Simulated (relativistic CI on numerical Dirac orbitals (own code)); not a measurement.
d3 in a ligand field

Computed with a parametric ligand-field model of a d^n configuration (Racah B and C, spin-orbit zeta, crystal field), exact diagonalisation.

Field parameters in Wybourne normalisation: Oh B⁴₀ = 21Dq, B⁴₄ = √(5/14) B⁴₀; Td as Oh with Dq negative (B⁴₀ = 21Dq, B⁴₄ = √(5/14) B⁴₀). The field is a parameter set, without covalency.

Task: Lowest levels for B = 460, C = 2040, ζ = 500 cm⁻¹, Oh, 10Dq = 33200 cm⁻¹?

Result: Γ8 0 (S 1.50), Γ8 9846 (S 0.50), Γ8 10081 (S 0.50), Γ6 10173 (S 0.50), Γ8 16004 (S 0.50), Γ7 16092 (S 0.50), Γ7 33014 (S 1.50), Γ8 33135 (S 1.50), Γ8 33328 (S 1.50) cm⁻¹, with S from ⟨S²⟩ = S(S + 1). The ground level has 0.00 electrons in the cubic e pair.

Task: Lowest levels for B = 830, C = 3980, ζ = 640 cm⁻¹, Oh, 10Dq = 23550 cm⁻¹?

Result: Γ8 0 (S 1.50), Γ8 18054 (S 0.53), Γ8 18745 (S 0.51), Γ6 18932 (S 0.51), Γ7 23303 (S 1.50), Γ8 23448 (S 1.49), Γ6 23791 (S 1.49), Γ8 23807 (S 1.48), Γ8 27558 (S 0.53) cm⁻¹, with S from ⟨S²⟩ = S(S + 1). The ground level has 0.00 electrons in the cubic e pair.

Task: Lowest levels for B = 360, C = 1780, ζ = 1050 cm⁻¹, Oh, 10Dq = 29900 cm⁻¹?

Result: Γ8 0 (S 1.49), Γ8 8203 (S 0.51), Γ8 8388 (S 0.50), Γ6 8629 (S 0.50), Γ7 13744 (S 0.51), Γ8 13832 (S 0.51), Γ7 29575 (S 1.50), Γ8 29810 (S 1.49), Γ8 30159 (S 1.49) cm⁻¹, with S from ⟨S²⟩ = S(S + 1). The ground level has 0.00 electrons in the cubic e pair.

Task: Lowest levels for B = 700, C = 3450, ζ = 470 cm⁻¹, Td, 10Dq = -6350 cm⁻¹?

Result: Γ8 0 (S 1.50), Γ7 90 (S 1.50), Γ8 612 (S 1.50), Γ6 969 (S 1.50), Γ7 5759 (S 1.50), Γ8 5811 (S 1.50), Γ6 6075 (S 1.50), Γ8 6116 (S 1.50), Γ8 9640 (S 0.51) cm⁻¹, with S from ⟨S²⟩ = S(S + 1). The ground level has 1.91 electrons in the cubic e pair.

Task: Lowest levels for B = 610, C = 2740, ζ = 300 cm⁻¹, Oh, 10Dq = 17450 cm⁻¹?

Result: Γ8 0 (S 1.50), Γ8 12757 (S 0.51), Γ8 13267 (S 0.50), Γ6 13350 (S 0.50), Γ7 17329 (S 1.50), Γ8 17396 (S 1.49), Γ6 17548 (S 1.50), Γ8 17551 (S 1.50), Γ8 19494 (S 0.52) cm⁻¹, with S from ⟨S²⟩ = S(S + 1). The ground level has 0.00 electrons in the cubic e pair.
